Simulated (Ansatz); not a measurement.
Problem. Name a neutral molecule of Al, C, F and H with LUMO energy (ωB97M-V/def2-TZVPP) between 0.75 and 1.05 eV and size of the dipole moment (B3LYP/def2-TZVPP) between 2.15 and 2.45 D (Ansatz, PBE0-D4/def2-TZVP geometry).

Solution. `C[CH2][Al]([F])[F]` (1.01 eV, 2.34 D); `[CH3][Al]([F])[F]` (0.99 eV, 2.23 D). Other molecules can fit too; these were computed, each in one conformer that needn't be the lowest.

B3LYP here is the variant with VWN-RPA as its local correlation; programs differ in this.
